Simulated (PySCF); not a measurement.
Vertical excitations of a molecule C5H5Cl from PySCF with TDDFT-M06-2X/def2-SVPD, as energy in eV (oscillator strength): 5.19 (0.064), 6.28 (0.001), 6.62 (0.002), 6.70 (0.057), 6.96 (0.003), 7.14 (0.022), 7.31 (0.004), 7.46 (0.382), 7.84 (0.000), 7.88 (0.001). Lowest triplet (TDA): 3.44 eV. The structure is a stationary point at PBE0-D3(BJ)/def2-SVP. The values are those of a single conformer.

Q: Pick the molecule that these values belong to.
A) C#C[C@H]1C[C@H]1Cl
B) C#C/C(C)=C/Cl
C) ClC1=CCC=C1
D) C=CC=C=CCl

A: C, ClC1=CCC=C1
